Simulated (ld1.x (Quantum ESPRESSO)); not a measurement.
**Hg (Z = 80): excitation energies, all-electron against TM**

```json
{
  "Element": "mercury",
  "Generator": "ld1.x (Quantum ESPRESSO) 7.5",
  "Type": "norm-conserving Troullier–Martins (Kleinman–Bylander form)",
  "Functional": "PBE",
  "Relativity": "scalar-relativistic",
  "Frozen core": "[Kr] 4d10 4f14",
  "Valence charge": "20",
  "Reference configuration": "5s2 5p6 5d10 6s0 6p0 (charge +2)",
  "Partial waves": "5p (bound): rc 1.60 bohr; 5d (bound): rc 2.10 bohr; 5f channel at -0.05 Ry: rc 2.50 bohr; 5s (bound): rc 1.10 bohr",
  "Local potential": "the s channel",
  "Core correction": "Bessel-smoothed model core, default radius (core density twice the valence density)"
}
```

Energies are relative to the spin-unpolarised reference configuration 5s2 5p6 5d10 6s0 6p0; without spin polarisation the order of configurations can differ from experiment.

```
 valence configuration  charge  ΔE all-electron (eV)  error AE − PS (meV)
  5s2 5p6 5d10 6s1 6p0      +1               -18.975                 +427
   5s2 5p6 5d9 6s0 6p0      +3                35.526                 -6.6
   5s2 5p6 5d8 6s0 6p0      +4                85.282                  -10
5s2 5p6 5d10 6s1.5 6p0    +0.5               -25.306                 +584
  5s2 5p6 5d10 6s0 6p2       0               -17.087                 +177
  5s2 5p5 5d10 6s2 6p0      +1                43.611                 +894
```

**Question.** What are ΔE and the potential's error for 5s2 5p6 5d10 6s2 6p0?

**Answer.** ΔE = -29.663 eV all-electron; the error (AE − PS) is +707 meV.
